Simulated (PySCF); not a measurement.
Orbital picture of AlAs

CAM-B3LYP at R = 2.539 Å; basis Al def2-SVP, As def2-SVP; no relativity; PySCF 2.14. State: ³Σ⁻ (triplet), unpaired electrons π ↑↑. Only the outer orbitals are listed, counted within each symmetry.

```json
{"spin": "α", "orbital": "10σ", "occ.": "1", "ε (eV)": "-17.87", "on Al (%)": "7", "main shells (%)": "92 As s"}
{"spin": "α", "orbital": "11σ", "occ.": "1", "ε (eV)": "-10.53", "on Al (%)": "68", "main shells (%)": "67 Al s, 26 As p"}
{"spin": "α", "orbital": "5π", "occ.": "1", "ε (eV)": "-7.90", "on Al (%)": "8", "main shells (%)": "92 As p"}
{"spin": "α", "orbital": "5π", "occ.": "1", "ε (eV)": "-7.90", "on Al (%)": "8", "main shells (%)": "92 As p"}
{"spin": "α", "orbital": "12σ", "occ.": "1", "ε (eV)": "-6.70", "on Al (%)": "52", "main shells (%)": "48 As p, 26 Al p, 25 Al s"}
{"spin": "α", "orbital": "6π", "occ.": "0", "ε (eV)": "-0.64", "on Al (%)": "92", "main shells (%)": "92 Al p"}
{"spin": "α", "orbital": "6π", "occ.": "0", "ε (eV)": "-0.64", "on Al (%)": "92", "main shells (%)": "92 Al p"}
{"spin": "α", "orbital": "13σ", "occ.": "0", "ε (eV)": "1.88", "on Al (%)": "91", "main shells (%)": "84 Al p, 16 As p"}
{"spin": "β", "orbital": "10σ", "occ.": "1", "ε (eV)": "-15.91", "on Al (%)": "11", "main shells (%)": "88 As s"}
{"spin": "β", "orbital": "11σ", "occ.": "1", "ε (eV)": "-10.17", "on Al (%)": "70", "main shells (%)": "70 Al s, 21 As p, 8 As s"}
{"spin": "β", "orbital": "12σ", "occ.": "1", "ε (eV)": "-6.41", "on Al (%)": "51", "main shells (%)": "48 As p, 31 Al p, 19 Al s"}
{"spin": "β", "orbital": "5π", "occ.": "0", "ε (eV)": "-2.24", "on Al (%)": "36", "main shells (%)": "63 As p, 36 Al p"}
{"spin": "β", "orbital": "5π", "occ.": "0", "ε (eV)": "-2.24", "on Al (%)": "36", "main shells (%)": "63 As p, 36 Al p"}
{"spin": "β", "orbital": "6π", "occ.": "0", "ε (eV)": "0.00", "on Al (%)": "64", "main shells (%)": "64 Al p, 36 As p"}
```

Problem. Which are the highest filled and the lowest empty level, where do they sit, and how wide is the gap?

Solution. Highest filled β 12σ at -6.41 eV (in %: 48 As p, 31 Al p, 19 Al s); lowest empty β 5π at -2.24 eV (in %: 63 As p, 36 Al p); the gap at CAM-B3LYP is 4.17 eV.

The bond order (Mayer) is 1.06. The ⟨S²⟩ is 2.004. The charge on Al (Mulliken, basis-dependent) is 0.25. The charge on Al (Löwdin, basis-dependent) is 0.13 and the dipole moment (positive dipole means Al(−)As(+)) is -0.92 D. The polarisability along the bond is 99.8 bohr³. The polarisability across the bond is 61.8 bohr³.

Spin–orbit coupling is left out. The state was picked by a PBE0 search and need not be the measured ground state.
